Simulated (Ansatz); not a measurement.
Consider the formal exchange of groups at the Si–N bond: `O[SiH](O)N[SiH2]F` + `CC[SiH3]` → `CC([SiH3])[SiH2]F` + `N[SiH](O)O`.

Gas-phase electronic energies from Ansatz, PBE0-D4/def2-TZVP geometries. CBS: MP2 limit from def2 TZ/QZ plus the TZ coupled-cluster correction, frozen cores. This one scheme is used for every species. DFT in def2-TZVPP. B3LYP here is the variant with VWN-RPA as its local correlation; programs differ in this. Each species was taken in one conformer, which may not be the lowest.

`O[SiH](O)N[SiH2]F`:

Z-matrix (Å, degrees):
```
Si
O 1 1.636
N 1 1.728 2 106.0
O 1 1.636 2 116.1 3 -121.8
H 1 1.471 2 106.1 3 122.6
H 2 0.960 1 119.1 3 47.6
Si 3 1.707 1 125.7 2 13.2
H 3 1.010 1 117.3 2 -161.5
H 4 0.958 1 118.5 2 66.7
F 7 1.610 3 109.7 1 -63.0
H 7 1.477 3 112.5 1 53.4
H 7 1.481 3 109.0 1 179.1
```

`CC[SiH3]`:

Cartesian coordinates in Å:
```
C -0.295 0.929 1.034
C 0.677 0.195 0.115
Si -0.166 -1.007 -1.054
H 0.226 1.620 1.701
H -0.857 0.230 1.659
H -1.023 1.511 0.462
H 1.414 -0.363 0.703
H 1.249 0.909 -0.487
H -1.139 -0.288 -1.924
H -0.913 -2.041 -0.285
H 0.827 -1.693 -1.925
```

`CC([SiH3])[SiH2]F`:

```xyz
14

C    -0.664    0.826    1.162
C     0.147   -0.224    0.385
Si    1.545    0.580   -0.582
Si   -0.938   -1.264   -0.707
F    -2.084   -1.952    0.182
H    -1.153    1.531    0.484
H    -0.026    1.409    1.833
H    -1.444    0.362    1.770
H     0.632   -0.918    1.085
H     0.993    1.530   -1.586
H     2.365   -0.439   -1.291
H     2.420    1.340    0.351
H    -1.622   -0.427   -1.725
H    -0.170   -2.353   -1.360
```

`N[SiH](O)O`:

```xyz
9

N     0.129   -1.234   -0.209
Si    0.354    0.444    0.064
O    -0.259    0.777    1.547
O    -0.335    1.234   -1.195
H     0.323   -1.621   -1.119
H     0.365   -1.893    0.516
H     1.733    0.965    0.113
H    -1.112    0.395    1.763
H    -1.199    0.932   -1.479
```

| level | ΔE (kJ/mol) | difference from CCSD(T)/CBS |
| --- | --- | --- |
| PBE-D4 | 66.6 | -5.8 |
| r2SCAN-D4 | 73.3 | 0.9 |
| PBE0-D4 | 69.2 | -3.2 |
| B3LYP-D4 | 75.8 | 3.4 |
| ωB97X-V | 73.2 | 0.8 |
| ωB97M-V | 73.2 | 0.8 |
| B2PLYP | 76.8 | 4.4 |
| PBE | 67.6 | -4.8 |
| r2SCAN | 73.5 | 1.1 |
| PBE0 | 70.1 | -2.3 |
| B3LYP | 77.5 | 5.1 |
| HF/def2-TZVPP | 86.6 | 14.2 |
| MP2/def2-TZVPP | 72.8 | 0.4 |
| SCS-MP2/def2-TZVPP | 75.6 | 3.2 |
| CCSD/def2-TZVPP | 75.1 | 2.7 |
| CCSD(T)/def2-TZVPP | 73.4 | 1.0 |
| HF/def2-QZVPP | 87.1 | 14.7 |
| MP2/def2-QZVPP | 72.4 | 0.0 |
| SCS-MP2/def2-QZVPP | 75.2 | 2.8 |
| HF/CBS(def2) | 87.2 | 14.8 |
| MP2/CBS(def2) | 71.8 | -0.6 |
| CCSD/CBS(def2) | 74.1 | 1.7 |
| CCSD(T)/CBS | 72.4 | 0 |

Largest T1 diagnostic among the species: 0.012.

In def2-TZVPP, CCSD(T) changes the Hartree–Fock value by −13.2 kJ/mol (the triples alone add −1.7 kJ/mol) and MP2 by −13.8 kJ/mol.
